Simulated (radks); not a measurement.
Results of a calculation; reference values are marked as such.
How relativity changes the ionisation of the gold ion Au2+ ([Xe] 4f14 5d9) to Au3+ ([Xe] 4f14 5d8). Spin-unpolarised spherical Kohn-Sham, PBE, point nucleus unless stated (finite: rms radius 5.4371 fm), a radial shooting solver on a logarithmic mesh with Libxc functionals. A level marked "c x" has the speed of light scaled by that factor and shares open shells by 2j + 1; other Dirac levels either fill j = l - 1/2 first or share by 2j + 1.

| level | E(Au2+) (hartree) | E(Au3+) (hartree) | IE (eV) | HOMO | <r> HOMO (bohr) |
|---|---|---|---|---|---|
| non-rel. | -17868.0652 | -17866.7867 | 34.788 | 5d | 1.473 |
| scalar-rel. | -19010.7457 | -19009.5007 | 33.877 | 5d | 1.496 |
| scalar-rel., finite nucleus | -19006.4942 | -19005.2492 | 33.878 | 5d | 1.496 |
| Dirac, 2j+1 shares | -19046.9699 | -19045.7249 | 33.878 | 5d5/2 | 1.520 |
| Dirac, low j first | -19046.9950 | -19045.7792 | 33.082 | 5d5/2 | 1.521 |
| Dirac, 2j+1 shares, finite nucleus | -19042.6695 | -19041.4245 | 33.879 | 5d5/2 | 1.520 |
| Dirac, c x 0.85 | -19646.8652 | -19645.6316 | 33.570 | 5d5/2 | 1.540 |
| Dirac, c x 1.25 | -18571.2841 | -18570.0277 | 34.189 | 5d5/2 | 1.502 |
| Dirac, c x 10 | -17877.9503 | -17876.6723 | 34.779 | 5d5/2 | 1.474 |

NIST Atomic Spectra Database: 30 eV (theoretical). The relativistic part of the total energy of Au2+ is -1175 hartree (Dirac, 2j+1 shares, finite nucleus), 6.6 % of the non-relativistic value. Spin polarisation and multiplet splitting of open shells are left out at every level.

Beside tabulated values, note that relativity, absent from the non-relativistic runs, is large for the heavy elements, and spin-unpolarised runs miss the spin-polarisation part of the exchange energy of open shells.
